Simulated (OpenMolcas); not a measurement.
Ta4+ among 8 point charges of -0.78 e arranged as a cube (Oh), 1.84 Å from the ion.
```
   1.0623    1.0623    1.0623  -0.78
   1.0623    1.0623   -1.0623  -0.78
   1.0623   -1.0623    1.0623  -0.78
   1.0623   -1.0623   -1.0623  -0.78
  -1.0623    1.0623    1.0623  -0.78
  -1.0623    1.0623   -1.0623  -0.78
  -1.0623   -1.0623    1.0623  -0.78
  -1.0623   -1.0623   -1.0623  -0.78
```

```json
{
 "Program": "OpenMolcas 26.06",
 "Method": "CASSCF",
 "Basis": "ANO-RCC-VDZP [7s6p4d2f1g]",
 "Scalar Hamiltonian": "DKH2, point nucleus",
 "Active space": "1 electron in 5 orbitals (5d)",
 "State averaging": "2S+1 = 2 even, 5 roots",
 "Spin-orbit coupling": "RASSI with atomic mean-field integrals over the reference wave functions"
}
```

(1) What is the spin-free ground state (labels of O, the rotations of Oh)?

(2) Where is the first state of the same spin?

(3) What are the lowest two levels with spin-orbit coupling?

(4) What is χT at 300 K, and how does it compare with the textbook value?

(5) Which ligand-field parameters describe the states?

Results:

(1) 2E, 2-fold in its orbital part, 100 % from free-ion D terms; it has the highest spin that d1 allows.

(2) 2T2 at 10300 cm-1 above the ground state.

(3) A 4-fold level Γ8, then a 4-fold level Γ8 11334 cm-1 above it. Their leading multiplicities are 2 (100 %) and 2 (100 %).

(4) The lowest level has 2S+1 = 2, for which the spin-only value is χT = S(S+1) / 2 = 0.375 cm3 K/mol (g = 2). The computed 0.172 at 300 K differs by -0.203, through orbital momentum, spin-orbit coupling and any other state in reach.

(5) The gap between the two states is 10Dq = -10336 cm-1 (negative for this site). 

An orbital doublet at a regular site is open to a Jahn-Teller distortion, which this geometry leaves out. Point charges carry no covalency, so the field is a model and not that of real ligands. No measured value stands beside these numbers.
